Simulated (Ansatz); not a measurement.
Basis sets compared for GaCl2(OH) (GaCl₂OH). Total charge 0; singlet. Geometry PBE0-D4/def2-SVP. Ansatz on 4 threads of Arm Neoverse V1 on a shared host; times are rough, and most runs start from earlier orbitals.

```xyz
5

Ga   -0.0387   -0.2395    0.3154
Cl   -1.3759   -1.5434    1.3161
Cl    1.9184    0.0944    1.0899
O    -0.5829    0.5557   -1.1621
H     0.0792    1.1328   -1.5593
```

The 6-31G sets use Cartesian d functions.

Binding counts from free atoms (Ga doublet, Cl doublet, O triplet, H doublet) in the same basis, without a counterpoise term.

```
                            level  functions  energy (Eh)  HOMO (eV)  LUMO (eV)  binding per atom (eV)  wall time
                        HF/STO-3G         42   -2884.6196      -9.52       4.46                      –     0.15 s
                         HF/6-31G         66   -2917.4117     -12.98       0.91                   1.91     0.35 s
                  PBE-D4/def2-SVP         87   -2919.8807      -7.63      -2.35                   3.30      0.6 s
                 PBE-D4/def2-TZVP        159   -2920.5454      -7.91      -2.57                   3.29      1.1 s
r2SCAN-D4/def2-TZVP (with forces)        159   -2921.1841      -8.31      -2.27                   3.28      2.9 s
                 PBE0-D4/def2-SVP         87   -2919.9971      -9.21      -1.43                   3.21     0.85 s
                PBE0-D4/def2-TZVP        159   -2920.6568      -9.39      -1.61                   3.21      1.6 s
```

(1) Estimate the rows for PBE-D4/def2-TZVPD, r2SCAN-D4/def2-TZVPD, PBE0-D4/def2-TZVPD.

Results:

(1) 
```
               level  functions  energy (Eh)  HOMO (eV)  LUMO (eV)  binding per atom (eV)  wall time
   PBE-D4/def2-TZVPD        195   -2920.5486      -8.00      -2.73                   3.29      1.8 s
r2SCAN-D4/def2-TZVPD        195   -2921.1865      -8.36      -2.38                   3.28      3.7 s
  PBE0-D4/def2-TZVPD        195   -2920.6594      -9.44      -1.81                   3.22      2.7 s
```
